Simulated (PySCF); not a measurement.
## Constants of SnF, step by step

State: ²Π, doublet, unpaired electrons π ↑. De refers to Sn + F. ROHF-based CCSD(T) in PySCF 2.14 with Sn cc-pwCVDZ-PP with ECP28, F aug-cc-pVDZ and Sn cc-pwCVTZ-PP with ECP28, F aug-cc-pVTZ (frozen core orbitals: 5; scalar-relativistic core potentials). Correlation energies are extrapolated as n⁻³ (n = 2, 3), Hartree–Fock as (n+1)·exp(−9√n). CV is the change on freezing 4 orbitals instead, in Sn cc-pwCVTZ-PP with ECP28, F cc-pwCVTZ.

```json
{"Level": "CCSD(T)/DZ", "Re (Å)": "1.9654", "ωe (cm⁻¹)": "566.8", "ωexe (cm⁻¹)": "2.49", "αe (cm⁻¹)": "0.00173", "De (eV)": "4.767"}
{"Level": "CCSD(T)/TZ", "Re (Å)": "1.9443", "ωe (cm⁻¹)": "579.2", "ωexe (cm⁻¹)": "2.66", "αe (cm⁻¹)": "0.00182", "De (eV)": "4.936"}
{"Level": "HF/CBS", "Re (Å)": "1.9244", "ωe (cm⁻¹)": "606.4", "ωexe (cm⁻¹)": "2.88", "αe (cm⁻¹)": "0.00186", "De (eV)": "3.245"}
{"Level": "MP2/CBS", "Re (Å)": "1.9421", "ωe (cm⁻¹)": "578.1", "ωexe (cm⁻¹)": "2.61", "αe (cm⁻¹)": "0.00182", "De (eV)": "5.251"}
{"Level": "CCSD/CBS", "Re (Å)": "1.9338", "ωe (cm⁻¹)": "591.2", "ωexe (cm⁻¹)": "2.69", "αe (cm⁻¹)": "0.00182", "De (eV)": "4.813"}
{"Level": "CCSD(T)/CBS", "Re (Å)": "1.9404", "ωe (cm⁻¹)": "582.0", "ωexe (cm⁻¹)": "2.66", "αe (cm⁻¹)": "0.00183", "De (eV)": "4.998"}
{"Level": "CCSD(T)/CBS+CV", "Re (Å)": "1.9399", "ωe (cm⁻¹)": "582.2", "ωexe (cm⁻¹)": "2.66", "αe (cm⁻¹)": "0.00183", "De (eV)": "5.003"}
```

How much is left between CCSD(T)/TZ and the basis-set limit, and how much do the triples give at the limit?

CCSD(T)/CBS less CCSD(T)/TZ: -3.9 mÅ in Re, +2.8 cm⁻¹ in ωe and +0.062 eV in De. CCSD(T)/CBS less CCSD/CBS: +6.6 mÅ in Re, -9.2 cm⁻¹ in ωe and +0.185 eV in De.

What do the later terms add?

CV: -0.5 mÅ in Re, +0.2 cm⁻¹ in ωe and +0.005 eV in De, each against the row above.

The T1 diagnostic is 0.019. The state was picked by a PBE0 search and need not be the measured ground state. Spin–orbit coupling, excitations beyond (T) and corrections to the Born–Oppenheimer picture are left out, and spin–orbit coupling matters for open p, d or f shells this heavy.

The whole job (state search and all basis sets along the bond) took about 37 min on 4 threads of AMD EPYC 9R45 96-Core (shared host), peak memory 11 GiB.
